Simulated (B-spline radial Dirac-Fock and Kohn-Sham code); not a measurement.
## Kohn-Sham estimates against Dirac-Fock for the levels of Rh³⁹⁺

System: the Rh³⁹⁺ ion, configuration [He] 2s2 2p2.

The density-functional columns are spherical, spin-unpolarised Dirac-Kohn-Sham results without Breit or QED terms: −ε is minus the orbital energy of the initial state and ΔSCF the difference of two total energies. The reference in the last column comes from Dirac-Fock ΔSCF + Breit + QED. All numbers are from a radial finite-basis atomic code, in eV; a selection of levels is shown. For the 1s level of heavy atoms much of the gap between ΔSCF and the reference is the Breit and QED part, -62.4 eV here; for other levels the error of the functional can be larger.

```
level   LDA −ε  LDA ΔSCF  Dirac-Fock
   1s  26148.1   26494.0     26423.4
   2s   6005.8    6090.6      6082.8
   2p   5752.3    5851.6      5852.4
```

Values without a named source are computed, but for edge energies of neutral atoms, which are taken from tables.
